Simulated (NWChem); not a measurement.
# BeHOF; SMILES [F][Be][OH]

```xyz
4

Be     0.0033    -0.0402     0.0000
F     -0.0067    -1.4388     0.0000
O     -0.0553     1.3686     0.0000
H      0.4900     2.1605     0.0000
```
Atoms are numbered in this order, from 1.

Computed with NWChem. Geometry: optimised at PBE-D3(BJ)/def2-SVP. Level SCAN/def2-SVP: energy and gradient on several grids; changes count from the extra-fine grid, which is no exact limit either.

```csv
grid,size of the energy change (μHa),largest change of a gradient component (μHa/bohr)
xcoarse,5000,4000
coarse,200,2000
medium,3000,800
fine,400,500
xfine,< 10,< 30
```
